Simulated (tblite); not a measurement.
C₆H₉GeNS.
Numbering: `[CH3:1][S:2][Ge@:3]1([C:4]#[N:5])[CH:6]=[CH:7][CH2:8][CH2:9]1` (hydrogens: H10, H11, H12 on C1; H13 on C6; H14 on C7; H15, H16 on C8; H17, H18 on C9)

Computed with GFN2-xTB (tblite), gas phase: L-BFGS steps from a force-field or distance-geometry start until the largest atomic force falls under 0.01 eV/Å.

Step 4: E = -692.6367 eV
```
atom  x, y, z in Å  |  force x, y, z in eV/Å
C1      2.2677   -0.8810   -0.6870   -0.053   0.057   0.023
S2      2.4913    0.8199   -0.0464    0.209  -0.051  -0.017
Ge3     0.3629    1.0722    0.5367    0.098   0.066  -0.004
C4      0.0039    2.7265    1.4342    0.231   0.078   0.018
N5     -0.2231    3.6989    1.9889   -0.099   0.234   0.124
C6     -0.3701   -0.4412    1.4913   -0.040  -0.182   0.228
C7     -1.2436   -1.0990    0.7383    0.244   0.143   0.137
C8     -1.5245   -0.6309   -0.6666   -0.103  -0.077   0.014
C9     -0.9101    0.7435   -0.9434    0.007   0.104  -0.092
H10     3.2344   -1.2197   -1.0372    0.074   0.056  -0.001
H11     1.5627   -0.8719   -1.5141    0.033  -0.022   0.008
H12     1.9163   -1.5352    0.1069    0.006   0.019  -0.017
H13    -0.0831   -0.7255    2.4883   -0.143  -0.181   0.056
H14    -1.7267   -1.9919    1.1103   -0.168  -0.019  -0.219
H15    -2.6054   -0.5937   -0.8409    0.100  -0.128   0.053
H16    -1.1033   -1.3709   -1.3548   -0.108  -0.042   0.027
H17    -0.3861    0.7852   -1.8967   -0.289  -0.007  -0.155
H18    -1.6723    1.5212   -0.9195    0.000  -0.046  -0.183
```

Step 5: E = -692.6641 eV
```
atom  x, y, z in Å  |  force x, y, z in eV/Å
C1      2.2679   -0.8782   -0.6862   -0.006   0.021   0.005
S2      2.5080    0.8138   -0.0492    0.040   0.072   0.056
Ge3     0.3700    1.0739    0.5354    0.052   0.104   0.081
C4      0.0166    2.7424    1.4416    0.335  -0.572  -0.354
N5     -0.2281    3.7071    1.9931   -0.194   0.693   0.387
C6     -0.3685   -0.4445    1.5032   -0.027  -0.135   0.102
C7     -1.2364   -1.0985    0.7397    0.135   0.087   0.181
C8     -1.5229   -0.6310   -0.6624   -0.062  -0.065  -0.015
C9     -0.9139    0.7404   -0.9480    0.086   0.212  -0.063
H10     3.2332   -1.2132   -1.0349    0.161  -0.028  -0.047
H11     1.5659   -0.8739   -1.5123   -0.033   0.012  -0.063
H12     1.9171   -1.5328    0.1041   -0.017  -0.032   0.063
H13    -0.0898   -0.7405    2.5017   -0.135  -0.109  -0.035
H14    -1.7371   -1.9910    1.0948   -0.079   0.025  -0.161
H15    -2.6003   -0.6026   -0.8388   -0.027  -0.079   0.093
H16    -1.1125   -1.3721   -1.3518   -0.004  -0.100  -0.019
H17    -0.4046    0.7863   -1.9087   -0.196  -0.057  -0.124
H18    -1.6734    1.5207   -0.9328   -0.029  -0.050  -0.086
```

Step 6: E = -692.6793 eV
```
atom  x, y, z in Å  |  force x, y, z in eV/Å
C1      2.2689   -0.8755   -0.6855    0.020  -0.049  -0.028
S2      2.5218    0.8105   -0.0503   -0.091   0.144   0.102
Ge3     0.3765    1.0763    0.5357    0.022   0.081   0.111
C4      0.0309    2.7539    1.4462    0.191  -0.239  -0.161
N5     -0.2338    3.7175    1.9984   -0.060   0.249   0.133
C6     -0.3661   -0.4476    1.5143   -0.070  -0.116  -0.053
C7     -1.2307   -1.0986    0.7426    0.093   0.125   0.149
C8     -1.5211   -0.6315   -0.6589   -0.033  -0.023  -0.039
C9     -0.9154    0.7406   -0.9521    0.092   0.187  -0.029
H10     3.2349   -1.2084   -1.0339    0.162  -0.072  -0.059
H11     1.5674   -0.8752   -1.5125   -0.032   0.040  -0.059
H12     1.9173   -1.5317    0.1033   -0.009  -0.028   0.071
H13    -0.0973   -0.7548    2.5129   -0.106  -0.051  -0.069
H14    -1.7465   -1.9894    1.0794   -0.024   0.013  -0.075
H15    -2.5978   -0.6110   -0.8355   -0.072  -0.030   0.126
H16    -1.1199   -1.3750   -1.3498    0.066  -0.110  -0.028
H17    -0.4225    0.7861   -1.9210   -0.100  -0.084  -0.091
H18    -1.6752    1.5200   -0.9449   -0.050  -0.037   0.000
```

Step 7: E = -692.6849 eV
```
atom  x, y, z in Å  |  force x, y, z in eV/Å
C1      2.2698   -0.8752   -0.6857    0.053  -0.062  -0.035
S2      2.5260    0.8114   -0.0491   -0.126   0.112   0.092
Ge3     0.3795    1.0783    0.5376   -0.002   0.043   0.095
C4      0.0391    2.7589    1.4478    0.093  -0.006  -0.023
N5     -0.2362    3.7221    2.0006    0.026  -0.008  -0.017
C6     -0.3655   -0.4500    1.5186   -0.010  -0.022  -0.062
C7     -1.2278   -1.0972    0.7452   -0.034   0.050   0.004
C8     -1.5205   -0.6318   -0.6579    0.016   0.018  -0.035
C9     -0.9146    0.7433   -0.9541    0.047   0.077  -0.005
H10     3.2382   -1.2076   -1.0344    0.096  -0.062  -0.038
H11     1.5675   -0.8750   -1.5135   -0.003   0.046  -0.028
H12     1.9173   -1.5317    0.1041    0.010  -0.003   0.038
H13    -0.1022   -0.7616    2.5164   -0.080  -0.034  -0.046
H14    -1.7508   -1.9884    1.0717    0.007   0.022  -0.033
H15    -2.5981   -0.6151   -0.8320   -0.059  -0.006   0.130
H16    -1.1218   -1.3781   -1.3494    0.070  -0.072   0.002
H17    -0.4316    0.7847   -1.9278   -0.048  -0.077  -0.071
H18    -1.6770    1.5193   -0.9499   -0.057  -0.015   0.033
```

Question: Estimate the geometry and energy of step 8. (The exact step hangs on the optimiser's Hessian estimate; all steps are aligned on step 7, rigid shifts and turns removed.)

Answer: E = -692.6885 eV, largest force 0.187 eV/Å
```
atom  x, y, z in Å  |  force x, y, z in eV/Å
C1      2.2716   -0.8762   -0.6865    0.058  -0.036  -0.022
S2      2.5256    0.8143   -0.0465   -0.112   0.036   0.057
Ge3     0.3809    1.0801    0.5407   -0.028   0.001   0.051
C4      0.0455    2.7617    1.4483    0.027   0.133   0.064
N5     -0.2369    3.7242    2.0014    0.076  -0.142  -0.096
C6     -0.3649   -0.4515    1.5200    0.009   0.029  -0.055
C7     -1.2273   -1.0957    0.7464   -0.080   0.010  -0.089
C8     -1.5198   -0.6316   -0.6580    0.028   0.032  -0.028
C9     -0.9130    0.7464   -0.9552   -0.011  -0.022  -0.003
H10     3.2421   -1.2085   -1.0355    0.027  -0.035  -0.012
H11     1.5675   -0.8739   -1.5148    0.038   0.043   0.013
H12     1.9174   -1.5319    0.1054    0.033   0.024  -0.008
H13    -0.1066   -0.7661    2.5173   -0.057  -0.026  -0.020
H14    -1.7530   -1.9873    1.0668    0.017   0.020  -0.006
H15    -2.5995   -0.6174   -0.8272   -0.012   0.009   0.112
H16    -1.1214   -1.3812   -1.3491    0.048  -0.016   0.035
H17    -0.4376    0.7822   -1.9332   -0.021  -0.055  -0.039
H18    -1.6793    1.5187   -0.9520   -0.041  -0.006   0.044
```

The energy changes by -0.0036 eV. The first-order estimate −F·Δx gives -0.0052 eV and the mean of the old and new forces, exact on a quadratic surface, -0.0036 eV. The step makes an angle of 45° with the force vector and moves no atom by more than 0.008 Å.

What follows is the cost of the whole relaxation. Time: 0.64 s wall. Hardware: an Arm Neoverse V1 with one thread, no GPU, on a shared host.
